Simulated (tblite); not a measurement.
A geometry optimisation, step by step.

C8H10P2.
Numbering: `[CH2:1]=[CH:2][c:3]1[p:4][cH:5][cH:6][p:7][c:8]1[CH2:9][CH3:10]` (hydrogens: H11, H12 on C1; H13 on C2; H14 on C5; H15 on C6; H16, H17 on C9; H18, H19, H20 on C10)

Computed with GFN2-xTB (tblite), gas phase: L-BFGS steps from a force-field or distance-geometry start until the largest atomic force falls under 0.01 eV/Å. 8 of its 65 geometries are shown.

Step 0: E = -738.4289 eV, largest atomic force 3.815 eV/Å
```
atom  x, y, z in Å  |  force x, y, z in eV/Å
C1      1.370    2.966   -0.141   -1.579   0.048  -0.162
C2      0.341    2.107   -0.165    1.204   0.001   0.241
C3      0.625    0.668    0.002   -0.382   0.211  -0.077
P4      2.266    0.168    0.187    3.619   1.186   0.221
C5      2.656   -1.530    0.391   -1.194  -0.457  -0.150
C6      1.637   -2.469    0.372    0.528   1.206   0.018
P7     -0.027   -1.977    0.175   -1.330  -2.247   0.184
C8     -0.369   -0.273   -0.002    0.311   0.096  -0.012
C9     -1.778    0.187   -0.176   -0.583  -0.714  -0.417
C10    -2.661   -1.061   -0.140   -0.215   0.448  -0.047
H11     2.337    2.558   -0.016    0.770   0.183   0.040
H12     1.196    4.025   -0.249    0.245  -0.070   0.022
H13    -0.676    2.456   -0.270    0.122  -0.223  -0.033
H14     3.700   -1.863    0.505   -0.544   0.622  -0.078
H15     1.859   -3.531    0.494   -0.359   0.271  -0.079
H16    -2.049    0.906    0.615    0.039  -0.242  -0.326
H17    -1.938    0.646   -1.175    0.389   0.053   0.539
H18    -2.126   -1.829   -0.754   -1.048   0.454   0.498
H19    -2.733   -1.367    0.921   -0.239  -0.239  -0.781
H20    -3.634   -0.778   -0.575    0.246  -0.588   0.399
```

Step 9: E = -739.5067 eV, largest atomic force 0.254 eV/Å
```
atom  x, y, z in Å  |  force x, y, z in eV/Å
C1      1.372    2.970   -0.139    0.212   0.106  -0.009
C2      0.441    2.027   -0.140   -0.065   0.147  -0.026
C3      0.733    0.606    0.016    0.080  -0.128   0.015
P4      2.456    0.282    0.200    0.203  -0.002   0.028
C5      2.568   -1.430    0.362    0.108   0.113   0.008
C6      1.560   -2.348    0.365   -0.078  -0.051   0.019
P7     -0.133   -2.068    0.210   -0.023  -0.203   0.060
C8     -0.292   -0.332    0.007   -0.121  -0.047   0.037
C9     -1.731    0.112   -0.187   -0.124   0.038   0.002
C10    -2.712   -1.057   -0.150   -0.037   0.036  -0.020
H11     2.411    2.706   -0.025    0.076   0.113   0.003
H12     1.173    4.020   -0.252   -0.202   0.016  -0.014
H13    -0.589    2.309   -0.257   -0.201   0.062  -0.024
H14     3.580   -1.787    0.487    0.210  -0.078  -0.002
H15     1.820   -3.391    0.479    0.052  -0.171   0.037
H16    -1.998    0.839    0.587   -0.001  -0.079   0.045
H17    -1.813    0.638   -1.143   -0.004  -0.098  -0.085
H18    -2.335   -1.863   -0.780   -0.179   0.017  -0.032
H19    -2.813   -1.430    0.870    0.030  -0.033  -0.097
H20    -3.704   -0.794   -0.515    0.064   0.240   0.053
```

Step 18: E = -739.5782 eV, largest atomic force 0.154 eV/Å
```
atom  x, y, z in Å  |  force x, y, z in eV/Å
C1      1.363    2.990   -0.146    0.013   0.044   0.008
C2      0.462    2.013   -0.140   -0.042   0.020   0.006
C3      0.754    0.587    0.026    0.040  -0.044   0.006
P4      2.484    0.269    0.211    0.018   0.022   0.003
C5      2.604   -1.446    0.370    0.003   0.006  -0.005
C6      1.589   -2.364    0.389   -0.011  -0.031   0.008
P7     -0.112   -2.092    0.250   -0.039  -0.025  -0.009
C8     -0.274   -0.356    0.026   -0.006  -0.036  -0.001
C9     -1.712    0.082   -0.190    0.002   0.047  -0.003
C10    -2.746   -1.038   -0.166    0.010  -0.007   0.006
H11     2.421    2.822   -0.034    0.028  -0.068   0.005
H12     1.068    4.018   -0.261   -0.059   0.058  -0.023
H13    -0.570    2.300   -0.258   -0.127  -0.087  -0.010
H14     3.622   -1.810    0.472    0.024  -0.008  -0.002
H15     1.849   -3.411    0.499    0.044  -0.051   0.033
H16    -1.992    0.800    0.584    0.059   0.087   0.002
H17    -1.786    0.587   -1.157    0.068   0.059  -0.030
H18    -2.488   -1.843   -0.851    0.011   0.048  -0.087
H19    -2.828   -1.462    0.833   -0.026  -0.013   0.028
H20    -3.714   -0.636   -0.461   -0.011  -0.020   0.066
```

Step 27: E = -739.5951 eV, largest atomic force 0.071 eV/Å
```
atom  x, y, z in Å  |  force x, y, z in eV/Å
C1      1.326    2.992   -0.150    0.000  -0.010   0.003
C2      0.445    1.996   -0.138   -0.004  -0.028   0.003
C3      0.764    0.575    0.033    0.017  -0.046   0.007
P4      2.494    0.259    0.214    0.011   0.035  -0.014
C5      2.613   -1.458    0.372   -0.001   0.019   0.001
C6      1.601   -2.380    0.403   -0.008   0.015   0.008
P7     -0.102   -2.109    0.256   -0.031   0.008  -0.005
C8     -0.261   -0.372    0.033   -0.015  -0.026  -0.015
C9     -1.691    0.091   -0.191   -0.013  -0.008  -0.003
C10    -2.750   -1.005   -0.170    0.012  -0.047   0.006
H11     2.385    2.832   -0.037    0.018  -0.028   0.005
H12     1.014    4.015   -0.274   -0.037   0.002  -0.009
H13    -0.598    2.244   -0.259   -0.006   0.037  -0.005
H14     3.633   -1.819    0.467   -0.004   0.003   0.013
H15     1.873   -3.424    0.528   -0.024  -0.005  -0.002
H16    -1.948    0.828    0.576   -0.013   0.000   0.001
H17    -1.738    0.589   -1.164   -0.007   0.024   0.006
H18    -2.530   -1.776   -0.906    0.016   0.006  -0.069
H19    -2.808   -1.482    0.806    0.039   0.020   0.054
H20    -3.727   -0.583   -0.402    0.052   0.032   0.017
```

Step 37: E = -739.5981 eV, largest atomic force 0.035 eV/Å
```
atom  x, y, z in Å  |  force x, y, z in eV/Å
C1      1.318    2.986   -0.150   -0.012   0.002  -0.008
C2      0.440    1.989   -0.138    0.006  -0.004  -0.007
C3      0.766    0.569    0.031   -0.006   0.003  -0.001
P4      2.496    0.260    0.208    0.002  -0.003  -0.001
C5      2.610   -1.457    0.376    0.001  -0.005   0.003
C6      1.597   -2.378    0.408    0.008   0.002  -0.001
P7     -0.107   -2.112    0.253    0.008  -0.006  -0.007
C8     -0.259   -0.377    0.028   -0.001   0.000  -0.007
C9     -1.685    0.093   -0.193   -0.009   0.005   0.002
C10    -2.740   -1.003   -0.172   -0.012  -0.011   0.006
H11     2.378    2.827   -0.036   -0.003   0.010   0.000
H12     0.994    4.004   -0.279    0.023   0.019   0.005
H13    -0.602    2.240   -0.260    0.011   0.002  -0.001
H14     3.629   -1.819    0.475   -0.006  -0.006   0.010
H15     1.868   -3.423    0.536   -0.009   0.004   0.005
H16    -1.944    0.826    0.577    0.005   0.008   0.019
H17    -1.734    0.600   -1.162   -0.003   0.004  -0.007
H18    -2.537   -1.758   -0.929    0.007  -0.005  -0.026
H19    -2.778   -1.489    0.800    0.020  -0.021   0.020
H20    -3.716   -0.568   -0.375   -0.029   0.002  -0.004
```

Step 46: E = -739.5999 eV, largest atomic force 0.028 eV/Å
```
atom  x, y, z in Å  |  force x, y, z in eV/Å
C1      1.321    2.992   -0.155   -0.001  -0.012   0.005
C2      0.444    1.993   -0.148    0.000  -0.006  -0.002
C3      0.767    0.571    0.018    0.002   0.006   0.004
P4      2.495    0.256    0.199    0.008   0.003   0.000
C5      2.606   -1.460    0.385   -0.005   0.006   0.003
C6      1.591   -2.378    0.411    0.006  -0.001  -0.002
P7     -0.110   -2.110    0.235    0.010   0.004  -0.010
C8     -0.260   -0.373    0.015    0.003   0.010  -0.001
C9     -1.689    0.096   -0.192   -0.002   0.009   0.003
C10    -2.736   -1.009   -0.174   -0.002   0.000   0.007
H11     2.381    2.834   -0.037    0.001  -0.008  -0.004
H12     1.001    4.013   -0.278   -0.001  -0.017   0.001
H13    -0.599    2.243   -0.268    0.007   0.008  -0.009
H14     3.623   -1.824    0.503   -0.008   0.010   0.001
H15     1.855   -3.423    0.550    0.005   0.001   0.003
H16    -1.942    0.816    0.592   -0.001   0.004   0.013
H17    -1.750    0.617   -1.153   -0.004  -0.005  -0.011
H18    -2.547   -1.741   -0.958    0.008   0.003  -0.005
H19    -2.735   -1.520    0.786   -0.019  -0.021   0.002
H20    -3.723   -0.581   -0.336   -0.007   0.008   0.003
```

Step 55: E = -739.6004 eV, largest atomic force 0.014 eV/Å
```
atom  x, y, z in Å  |  force x, y, z in eV/Å
C1      1.325    2.990   -0.156   -0.003  -0.006   0.003
C2      0.446    1.993   -0.151   -0.005  -0.003  -0.005
C3      0.766    0.571    0.015   -0.002   0.000  -0.001
P4      2.495    0.258    0.197    0.001   0.001  -0.001
C5      2.605   -1.457    0.390    0.001   0.003   0.002
C6      1.591   -2.377    0.410    0.005  -0.001  -0.003
P7     -0.109   -2.110    0.223    0.007  -0.001   0.002
C8     -0.261   -0.372    0.012    0.000   0.001   0.003
C9     -1.691    0.096   -0.187    0.001   0.005  -0.001
C10    -2.737   -1.011   -0.173    0.004   0.001  -0.001
H11     2.384    2.829   -0.038   -0.004   0.003   0.002
H12     1.005    4.011   -0.278    0.012  -0.004  -0.004
H13    -0.596    2.246   -0.276   -0.004   0.000  -0.001
H14     3.622   -1.820    0.513   -0.002   0.001   0.004
H15     1.856   -3.421    0.555    0.002  -0.001  -0.004
H16    -1.941    0.815    0.599    0.000  -0.007   0.012
H17    -1.758    0.618   -1.147    0.002   0.003  -0.004
H18    -2.549   -1.731   -0.967   -0.010   0.000  -0.005
H19    -2.733   -1.538    0.780   -0.005   0.008   0.002
H20    -3.725   -0.580   -0.324    0.002  -0.004   0.000
```

Step 64: E = -739.6007 eV, largest atomic force 0.005 eV/Å
```
atom  x, y, z in Å  |  force x, y, z in eV/Å
C1      1.326    2.987   -0.157   -0.002   0.001   0.000
C2      0.444    1.992   -0.156    0.002  -0.002  -0.002
C3      0.765    0.571    0.012    0.000  -0.003   0.000
P4      2.494    0.260    0.195   -0.001   0.000   0.004
C5      2.606   -1.454    0.394    0.000   0.000   0.000
C6      1.594   -2.376    0.408    0.001   0.000   0.000
P7     -0.106   -2.111    0.217    0.002  -0.001  -0.001
C8     -0.261   -0.374    0.011   -0.002  -0.001   0.001
C9     -1.692    0.095   -0.183    0.000   0.003   0.001
C10    -2.740   -1.010   -0.174    0.002   0.000   0.000
H11     2.384    2.823   -0.034   -0.001   0.002   0.002
H12     1.012    4.009   -0.283   -0.003   0.003  -0.003
H13    -0.597    2.246   -0.285    0.003   0.000  -0.003
H14     3.623   -1.814    0.525   -0.003  -0.002  -0.001
H15     1.861   -3.419    0.553   -0.002  -0.001  -0.002
H16    -1.940    0.808    0.610    0.003   0.002   0.004
H17    -1.760    0.624   -1.139   -0.002   0.003   0.000
H18    -2.557   -1.725   -0.974    0.000  -0.001   0.003
H19    -2.734   -1.543    0.776   -0.002  -0.001  -0.003
H20    -3.728   -0.577   -0.318    0.005  -0.001   0.000
```

**Question.** Summarise the path.

**Answer.** The energy falls by 27.02 kcal/mol from step 0 to step 64; nine tenths of that is first reached at step 8. It falls at every step. The largest force goes from 3.815 to 0.005 eV/Å. Among the bonds C3–P4 changes most, from 1.725 to 1.766 Å; the atoms move by 0.207 Å rms after alignment.
